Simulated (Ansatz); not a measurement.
A nudged elastic band was laid between two geometries of GaH3O (5 atoms, charge 0, multiplicity 1).

Method: Ansatz, RKS r2SCAN-D4/def2-SVP.

```
movable images  : 5
climbing image  : yes
spring          : 5.0 eV/Å²
optimiser       : quadratic models (default)
start path      : through a guess of the saddle point
force threshold : 0.03 eV/Å
iteration limit : 60
end points      : relaxed
```

Initial state:

```xyz
5
Properties=species:S:1:pos:R:3
Ga 0.484 -0.002 0.020
O 0.785 -0.155 1.775
H -0.015 -0.236 2.312
H 1.790 0.128 -0.809
H -0.999 -0.017 -0.468
```

Final state:

```xyz
5
Properties=species:S:1:pos:R:3
Ga -0.078 0.207 -0.991
O 1.019 0.106 1.013
H 0.556 -0.343 1.733
H 1.946 -0.163 1.059
H -1.397 -0.088 0.015
```

**Question.** Which bonds break or form, and what moves?

**Answer.** Bonds broken: Ga1–H4. Bonds formed: O2–H4.

**Question.** What energy profile does the band end with?

**Answer.** It converged. The highest image is number 3 of 0 to 6, 2.51 eV above the first end and 1.38 eV above the last; the last end lies 1.13 eV above the first. Neighbouring images differ by up to 1.2 eV, so the band resolves the path poorly. A vibrational analysis at the climbing image gives one clearly imaginary mode, 1313i cm⁻¹: a first-order saddle point. The orbitals stay closed-shell, which can raise the energy where a bond breaks towards radicals; this wasn't checked here.

```tsv
image	path coordinate (Å)	energy (eV)	Ga1–H4 (Å)	O2–H4 (Å)
0	0.00	0.00	1.55	2.79
1	0.60	0.29	1.54	2.51
2	1.20	1.30	1.53	2.06
3	1.81	2.51	1.64	1.42
4	2.30	1.54	2.01	1.01
5	2.80	1.19	2.58	0.97
6	3.30	1.13	2.90	0.97
```

**Question.** What is the geometry of the highest image?

**Answer.** 
```xyz
5
Properties=species:S:1:pos:R:3
Ga 0.237 0.097 -0.455
O 0.862 0.184 1.437
H 0.634 -0.486 2.107
H 1.663 -0.156 0.309
H -1.351 0.079 -0.569
```

Run time: 110 s on 1 thread of Arm Neoverse V2, with other jobs on the host, peak memory 0.11 GiB.
